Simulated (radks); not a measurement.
Q: Neutral cobalt, configuration [Ar] 3d7 4s1 4p1 (not the ground configuration). All-electron calculation, Dirac Kohn-Sham, PBE, spin-unpolarised, spherical densities, point nucleus; open shells fill j = l - 1/2 first. Program: a radial shooting solver on a logarithmic mesh with Libxc functionals. Some entries of the table are withheld. Estimate them.

orbital  occ.  eigenvalue (hartree)  <1/r> (bohr^-1)
1s1/2       2             -279.0415            27.03
2s1/2       2             -33.08829            5.838
2p1/2       2                   (1)              (2)
2p3/2       4                   (3)              (4)
3s1/2       2              -3.82806            1.837
3p1/2       2                   (5)            1.706
3p3/2       4                   (6)            1.680
3d3/2       4              -0.36985              (7)
3d5/2       3              -0.36274              (8)
4s1/2       1                   (9)           0.4642
4p1/2       1              -0.07855           0.3215
4p3/2       0              -0.07643           0.3169

A: 
(1) 2p1/2 eigenvalue (hartree): -28.71098
(2) 2p1/2 <1/r> (bohr^-1): 5.787
(3) 2p3/2 eigenvalue (hartree): -28.16623
(4) 2p3/2 <1/r> (bohr^-1): 5.676
(5) 3p1/2 eigenvalue (hartree): -2.52308
(6) 3p3/2 eigenvalue (hartree): -2.45505
(7) 3d3/2 <1/r> (bohr^-1): 1.295
(8) 3d5/2 <1/r> (bohr^-1): 1.287
(9) 4s1/2 eigenvalue (hartree): -0.24228
